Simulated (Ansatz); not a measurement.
`ClC1=C(Br)C1` at its PBE0-D4/def2-TZVP geometry, where that method's forces vanish. The species carries charge 0 and has multiplicity 1.

```json
{"atom": "Cl1", "x (Å)": "1.655", "y (Å)": "-0.219", "z (Å)": "1.856"}
{"atom": "C2", "x (Å)": "0.521", "y (Å)": "-0.144", "z (Å)": "0.632"}
{"atom": "C3", "x (Å)": "-0.443", "y (Å)": "-0.670", "z (Å)": "-0.038"}
{"atom": "Br4", "x (Å)": "-1.591", "y (Å)": "-2.059", "z (Å)": "-0.355"}
{"atom": "C5", "x (Å)": "-0.027", "y (Å)": "0.706", "z (Å)": "-0.474"}
{"atom": "H6", "x (Å)": "0.548", "y (Å)": "0.825", "z (Å)": "-1.393"}
{"atom": "H7", "x (Å)": "-0.662", "y (Å)": "1.559", "z (Å)": "-0.228"}
```

Task: For each bond, give half the difference of the two atoms' forces along it (eV/Å; positive pushes the atoms apart) under PBE-D4, r2SCAN-D4, B3LYP-D4, ωB97M-V in def2-TZVPP. (Estimate.)

Result: Ansatz gave: 
| bond | length (Å) | PBE-D4 | r2SCAN-D4 | B3LYP-D4 | ωB97M-V |
| --- | --- | --- | --- | --- | --- |
| Cl1–C2 | 1.670 | -0.15 | -0.01 | 0.31 | 0.36 |
| C2–C3 | 1.286 | 0.66 | 0.15 | -0.27 | -0.41 |
| C2–C5 | 1.499 | 0.35 | 0.21 | 0.08 | 0.04 |
| C3–Br4 | 1.830 | -0.12 | 0.02 | 0.32 | 0.22 |
| C3–C5 | 1.502 | 0.33 | 0.18 | 0.08 | 0.11 |
| C5–H6 | 1.091 | 0.03 | -0.07 | -0.12 | -0.15 |
| C5–H7 | 1.091 | 0.03 | -0.07 | -0.12 | -0.15 |

B3LYP here is the variant with VWN-RPA as its local correlation; programs differ in this.
